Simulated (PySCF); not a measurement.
Te(Et)(OH) (C2H6OTe), SMILES [Te](CC)O.

Geometry optimised at r2SCAN-D4/def2-SVP. The def2 effective core potentials stand for the cores of Te; spin–orbit coupling is left out. Other conformers were not sampled.

Computed with TDDFT-PBE/def2-SVPD (PySCF 2.14.0).

Vertical excitations. The molecule is in vacuum.

Give excitation energies, oscillator strengths and character. (An estimate is asked for; the answer gives what the named calculation found.)


```csv
state,energy (eV),λ (nm),f,main pairs
S1,2.70,459,0.001,HOMO→LUMO 100 %
S2,4.25,292,0.002,HOMO→LUMO+1 97 %
S3,4.38,283,0.007,HOMO−1→LUMO 98 %
S4,4.82,257,0.073,HOMO→LUMO+2 99 %
S5,5.27,235,0.011,HOMO→LUMO+3 99 %
S6,5.59,222,0.014,"HOMO→LUMO+4 79 %, HOMO−2→LUMO 17 %"
S7,5.63,220,0.010,"HOMO−2→LUMO 75 %, HOMO→LUMO+4 13 %"
S8,5.72,217,0.026,HOMO→LUMO+5 88 %
S9,6.10,203,0.019,"HOMO−3→LUMO 41 %, HOMO−1→LUMO+1 32 %, HOMO−4→LUMO 20 %"
S10,6.25,198,0.039,"HOMO−1→LUMO+1 36 %, HOMO−4→LUMO 31 %, HOMO→LUMO+6 14 %, HOMO−3→LUMO 9 %"
T1,2.04,609,0,HOMO→LUMO 100 %
T2,3.69,336,0,HOMO→LUMO+1 99 %
T3,3.85,322,0,HOMO−1→LUMO 99 %
T4,4.64,267,0,HOMO→LUMO+2 99 %
```
Triplets are in the Tamm–Dancoff approximation, which puts them higher than full response would, so one can lie above its singlet here.
